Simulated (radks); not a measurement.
Spin polarisation of the 3d9 shell in the copper ion Cu2+. Start: [Ar] 3d(up 4.5, down 4.5); electrons of 3d are moved from spin down to spin up, other shells keep equal spins. Calculated with a radial shooting solver on a logarithmic mesh with Libxc functionals: non-relativistic Kohn-Sham, PBE, spin-polarised, spherical densities, point nucleus.

moment (Bohr magnetons),E - E(0) (eV),e(3d up) (eV),e(3d down) (eV),3p down minus up (eV)
0,0.000,-29.838,-29.838,0.000
0.25,-0.016,-29.968,-29.705,0.284
0.5,-0.066,-30.095,-29.568,0.568
0.75,-0.148,-30.218,-29.428,0.852
1,-0.263,-30.338,-29.285,1.136

At moment 1 the spin-polarisation energy is -0.263 eV and the 3d exchange splitting 1.053 eV, that is 1.053 eV per Bohr magneton; E = -I m^2/4 would give I = 1.053 eV.
